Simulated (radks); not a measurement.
Charge is removed step by step from the 5s1/2 level of Ce+, starting from [Xe] 4f1 5d2. All-electron calculation, Dirac Kohn-Sham, PBEsol, spin-unpolarised, spherical densities, point nucleus; open shells are shared between the two j in proportion to 2j + 1. Program: a radial shooting solver on a logarithmic mesh with Libxc functionals.

[
 {"removed (e)": "0", "E - E(0) (eV)": "0.000", "eigenvalue (eV)": "-44.415", "E minus straight line (eV)": "0.000"},
 {"removed (e)": "0.1", "E - E(0) (eV)": "4.495", "eigenvalue (eV)": "-45.484", "E minus straight line (eV)": "-0.507"},
 {"removed (e)": "0.2", "E - E(0) (eV)": "9.097", "eigenvalue (eV)": "-46.574", "E minus straight line (eV)": "-0.906"},
 {"removed (e)": "0.3", "E - E(0) (eV)": "13.810", "eigenvalue (eV)": "-47.683", "E minus straight line (eV)": "-1.195"},
 {"removed (e)": "0.4", "E - E(0) (eV)": "18.635", "eigenvalue (eV)": "-48.810", "E minus straight line (eV)": "-1.372"},
 {"removed (e)": "0.5", "E - E(0) (eV)": "23.573", "eigenvalue (eV)": "-49.954", "E minus straight line (eV)": "-1.436"},
 {"removed (e)": "0.6", "E - E(0) (eV)": "28.626", "eigenvalue (eV)": "-51.112", "E minus straight line (eV)": "-1.385"},
 {"removed (e)": "0.7", "E - E(0) (eV)": "33.796", "eigenvalue (eV)": "-52.285", "E minus straight line (eV)": "-1.217"},
 {"removed (e)": "0.8", "E - E(0) (eV)": "39.083", "eigenvalue (eV)": "-53.471", "E minus straight line (eV)": "-0.931"},
 {"removed (e)": "0.9", "E - E(0) (eV)": "44.490", "eigenvalue (eV)": "-54.669", "E minus straight line (eV)": "-0.526"},
 {"removed (e)": "1", "E - E(0) (eV)": "50.017", "eigenvalue (eV)": "-55.879", "E minus straight line (eV)": "0.000"}
]

Removing the whole electron costs 50.017 eV by Delta-SCF, against 44.415 eV from minus the eigenvalue at the starting occupation. Slater's transition state (half an electron removed) gives 49.954 eV. Integrating minus the eigenvalue over the occupation (Janak's theorem) gives 50.017 eV. The mean slope of the eigenvalue, de/dn, is 11.5 eV per electron.
